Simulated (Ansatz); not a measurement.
Gas-phase reaction in SMILES: C[SiH](C)[SiH3] -> C[SiH][SiH3] + [CH3] (CH3) (the C-Si bond at the site shown breaks; other sites are not compared here)
Each molecule is optimised on its own at B3LYP-D3(BJ)/def2-TZVP (Ansatz, a program for electronic structure).
Geometry of the first species:
SMILES: C[SiH](C)[SiH3]
```xyz
14

C     -1.3398     1.3758    -0.7059
Si    -0.5656    -0.0053     0.3121
C     -1.1060    -1.6886    -0.3340
Si     1.7746     0.1666     0.2569
H     -2.4300     1.3125    -0.6780
H     -1.0258     1.3122    -1.7499
H     -1.0498     2.3574    -0.3272
H     -1.0044     0.1331     1.7279
H     -0.7861    -1.8289    -1.3687
H     -0.6795    -2.4973     0.2620
H     -2.1937    -1.7842    -0.3022
H      2.2326     1.4797     0.7792
H      2.2712     0.0351    -1.1384
H      2.4142    -0.9010     1.0681
```
Charge 0, spin multiplicity 1.

Quantity: bond dissociation energy (electronic energy difference), in kcal/mol. Valence correlation only, unless marked. Open shells are spin-unrestricted. No spin-orbit coupling. Non-relativistic. CBS(X,Y): correlation extrapolated as X^-3; Hartree-Fock from the larger set.

```json
[
 {"level": "PBE0-D4/def2-TZVP", "program": "Ansatz + dftd4", "bond dissociation energy (kcal/mol)": "87.8"},
 {"level": "PBE0/def2-TZVP", "program": "Ansatz", "bond dissociation energy (kcal/mol)": "86.2"},
 {"level": "LC-wPBE/def2-TZVPD", "program": "Ansatz", "bond dissociation energy (kcal/mol)": "86.8"},
 {"level": "B2PLYP-D4/def2-TZVPD", "program": "Ansatz + dftd4", "bond dissociation energy (kcal/mol)": "88.1"},
 {"level": "CCSD/cc-pwCVTZ", "program": "Ansatz", "bond dissociation energy (kcal/mol)": "?"},
 {"level": "CCSD(T)/CBS(aug-cc-pV(T+d)Z,aug-cc-pV(Q+d)Z)", "program": "Ansatz", "bond dissociation energy (kcal/mol)": "90.9"}
]
```

Complete the blanks.


- CCSD/cc-pwCVTZ, bond dissociation energy (kcal/mol): 87.0
